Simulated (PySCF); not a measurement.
**Computed data sheet: GeBr2H2 (`[H][Ge]([H])([Br])[Br]`)**

GeBr2H2.
Z-matrix (Å and degrees, PBE0-D3(BJ)/def2-SVP geometry), rows numbered from 1:
```
Ge
Br  1  2.2996
Br  1  2.2971  2  109.32
H   1  1.5312  2  108.24  3  -117.44
H   1  1.5311  2  108.20  3   117.33
```

PBE0-D3(BJ)/def2-SVP geometry optimisation, gas phase (PySCF):

- Point group: C2v
- Rotational constants A, B, C: 5.141, 0.905, 0.778 GHz

CAM-B3LYP/def2-SVPD ground state and vertical TDDFT (core frozen in the response) (PySCF):

* Dipole moment: 1.79 D
* HOMO energy: -9.82 eV
* LUMO energy: -0.56 eV
* HOMO–LUMO gap: 9.26 eV
* Lowest singlet excitation: 5.87 eV (211 nm, f = 0.018)
* Strongest line among the 15 lowest singlet transitions: S13 at 8.39 eV (148 nm, f = 0.325)
* Lowest triplet excitation (Tamm–Dancoff): 5.37 eV
* Static isotropic polarisability: 74.4 au
* Electronic spatial extent ⟨r²⟩ about the centre of nuclear charge: 1175 bohr²

From B3LYP/pcSseg-1 (pcSseg-2 on Ge) ground state and GIAO shieldings, non-relativistic (PySCF):

* 1H chemical shifts (computed TMS as zero) by class: 6.31 (H4/H5) ppm
* Isotropic shieldings of nuclei other than C and H, by class: 1253 (Ge1), 2460 (Br2/Br3) ppm

Monoisotopic mass (most abundant isotopes): 233.7735 u.

The principal polarisabilities are 61.2, 70.2 and 91.8 au; their mean is the isotropic value. A dipole of 1.79 D is allowed in C2v, and pure rotational transitions are dipole-allowed. No computed singlet falls in the visible range (750 to 380 nm, 1.65 to 3.26 eV); S1 lies 2.61 eV above its blue end. The vertical singlet–triplet gap S1 − T1 is 0.50 eV (TDDFT singlet less Tamm–Dancoff triplet).

 Relativistic effects, spin–orbit coupling among them, are left out although an element past zinc is present. Atoms bound to Ge lack the heavy atom's spin–orbit term in their shielding, so their NMR values are less reliable.
